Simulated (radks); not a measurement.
Results of a calculation; reference values are marked as such.
Question: Neutral iron, 26 electrons, occupied as [Ar] 3d6 4s2 (the NIST ground configuration). Level of theory: Dirac Kohn-Sham, PBEsol, spin-unpolarised, spherical densities, point nucleus; open shells are shared between the two j in proportion to 2j + 1 (a radial shooting solver on a logarithmic mesh with Libxc functionals).

Spin-orbit splittings of the eigenvalues, e(l+1/2) - e(l-1/2), with zeta = 2 splitting/(2l+1) and mean radii in bohr:

shell  occ.  splitting (eV)  zeta (eV)  <r> j=l-1/2  <r> j=l+1/2
2p        6           12.46      8.308       0.2336       0.2366
3p        6           1.545      1.030       0.8519       0.8614
3d        6          0.1522    0.06090        1.137        1.144
4p        0               ?          ?        4.376        4.434

Estimate the 4p splitting.

Answer: 0.04530 eV (zeta = 0.03020 eV).
